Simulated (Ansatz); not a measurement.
Born–Oppenheimer molecular dynamics of BClH₅NO (9 atoms, charge 0, multiplicity 1). It starts at the highest image of a converged band, a first-order saddle point between two minima.

Method: Ansatz 0.2.0, RKS PBE-D4/6-31G*.

```yaml
ensemble: NVE (velocity Verlet)
time_step: 0.5 fs
steps_asked: 200
starting_velocities_drawn_for: 300 K
seed: 5266
```

First frame:

```xyz
9
Properties=species:S:1:pos:R:3
B -0.214 0.383 -0.082
Cl 0.013 -0.293 2.566
H 0.812 -0.149 -0.397
O -1.463 0.048 -0.493
H -1.482 -0.847 -0.880
N -0.157 1.724 0.652
H -1.023 2.275 0.600
H 0.666 2.308 0.472
H -0.065 1.175 1.710
```

Task: What does the run give?

Result: The run went to its last step.

```
steps done                                               : 200
time covered                                             : 100 fs
mean temperature over the second half                    : 593 K
spread of the potential energy over the second half      : 16.1 meV per atom
mean potential energy of the second half above the start : -29.3 meV per atom
```

The conserved energy stayed within 0.33 meV per atom of its start (net change 0.23 meV per atom), so the integration is sound. The kinetic energy rose, since the run started high on the potential surface and went downhill. A run of 0.1 ps of so small a system gives no equilibrium averages. The orbitals stay closed-shell, which can raise the energy where a bond breaks towards radicals; this wasn't checked here.

Task: What happens to the structure?

Result: Between its relaxed ends the band would form Cl2–H9 and break B1–Cl2, N6–H9. These pairs go: Cl2–H9 1.70 → 2.67 Å, B1–Cl2 2.74 → 1.99 Å, N6–H9 1.19 → 1.01 Å. In the last frame they stand as before the step (other bonds may differ from the relaxed reactants and products). It ends as one piece, BClH5NO. Pairs count as bonded within 1.25 times the sum of covalent radii (0.12 Å more for H–H). This is one draw of velocities; another would differ in detail.

Task: How do temperature and energy run in time?

Result: 
```tsv
time (fs)	T (K)	potential energy less start (eV)	conserved less start (meV/atom)
0	300	0.000	0.00
8	146	0.141	0.22
16	151	0.137	0.28
24	249	0.047	0.12
32	308	-0.006	0.14
40	380	-0.071	0.16
48	522	-0.199	0.24
56	704	-0.363	0.28
64	782	-0.436	0.07
72	781	-0.434	0.09
80	568	-0.241	0.19
88	385	-0.075	0.25
96	325	-0.021	0.20
```

The run took 6.7 min on 1 thread of Arm Neoverse V2 (shared host), peak memory 0.12 GiB.
